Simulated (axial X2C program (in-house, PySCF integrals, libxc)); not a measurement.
# WH⁻: from the spin-free to the two-component result

Calculated with an axial X2C code built on PySCF integrals. Spin-free means the one-electron spin-free X2C Hamiltonian; two-component (2c) means X2C with spin–orbit coupling and atomic mean-field two-electron Coulomb and Gaunt terms, so the difference of the two also holds small scalar two-electron terms. Basis: W dyall-acv3z [14s15p10d7f4g], H dyall-av3z [7s3p2d] (cores contracted in-house); Gaussian nuclei, density fitting, unrestricted open shells. Masses: W 183.951 u, H 1.008 u.

Spin-free state: M_S = 2, Λ = 0 (beyond evenly filled blocks: π+α, π-α, δ+α, δ-α); fragments W- + H.

```csv
level,Re (Å),ωe (cm⁻¹),De (eV),μ (D)
PBE0,1.740,1732.7,2.640,2.48
BHandHLYP,1.755,1694.8,2.722,1.52
```

Dipoles are positive if H is the positive end and refer to the centre of mass.

Two-component determinant lowest at the distance of the search:

Ω = 2 (⟨Sz⟩ = 1.98, ⟨Lz⟩ = 0.02 at PBE0); fragments W- + H.

| level | Re (Å) | ωe (cm⁻¹) | De (eV) | μ (D) |
| --- | --- | --- | --- | --- |
| PBE0 | 1.738 | 1731.3 | 2.643 | 2.47 |
| BHandHLYP | 1.753 | 1693.5 | 2.727 | 1.49 |

From the two tables, how do the constants change at the PBE0 level (2c against spin-free)?

At the PBE0 level Re falls by 0.002 Å and ωe decreases by 1.4 cm⁻¹; De changes by 0.003 eV.

The state is a single determinant with fixed occupations, the lowest that a limited PBE0 search found. Dissociation energies refer to the lowest single-determinant-based atoms at the same level and basis. Density functionals use the spin component along the axis (collinear). The highest occupied level is positive at some bond lengths even in Hartree–Fock (under at least one Hamiltonian), so the basis set holds the extra electron there; where that holds at Re the anion is at best weakly bound and its constants depend on the basis. Other states lie close and PBE0, whose exact exchange favours high spin, may order them wrongly; the determinant shown need not be the ground state. The nearest other spin-free determinant of the search, M_S = 3, Λ = 0, lies 0.20 eV up at the distance of the search. The functionals have no current-density term, which raises determinants with orbital currents, atoms included. With several unpaired electrons one determinant need not be a pure state. Open-shell Ω = 0 determinants with evenly filled partner blocks cannot be reached by this program, so the Ω shown need not be the lowest component. The determinant is spin-polarised beyond a pure state at some levels (its spin-free form has ⟨S²⟩ too high), which makes Re and μ there less reliable.
